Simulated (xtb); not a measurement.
C₃F₃, SMILES [C]#CC(F)(F)F (connectivity only; charge and spin as stated), charge +1, multiplicity 1. All values are semi-empirical tight-binding results from xtb (GFN2-xTB unless named), good for trends rather than for accurate numbers. Geometry optimised at GFN2-xTB. The spin state was assumed, not searched. The isomer is the one that the SMILES or the coordinates give; other isomers of the formula were not compared.

Question: Estimate the properties. (An estimate is asked for; the answer gives what the named calculation found.)

Answer: 
```
Item                                             Value
--------------------------------------  --------------
point group as xtb finds it                        C3v
orbital gap                                    1.97 eV
zero-point energy                        12.5 kcal/mol
G − E(el) at 298.15 K (modified RRHO)    -5.3 kcal/mol
static polarisability (D4 model)            34.8 bohr³
solvation energy, GFN2-xTB/ALPB(water)  -58.6 kcal/mol
solvation energy, GFN2-xTB/ALPB(thf)    -50.5 kcal/mol
```

Question: Give the IR lines (harmonic; lines under 4 % of the strongest left out, lines within 3 cm⁻¹ merged). (An estimate is asked for; the answer gives what the named calculation found.)

Answer: ν (cm⁻¹): 442 (w), 487 (w), 677 (m), 926 (m), 1211 (vs), 2354 (w) (against the strongest line: vs over 80 %, s over 45 %, m over 15 %, w over 4 %, vw less)
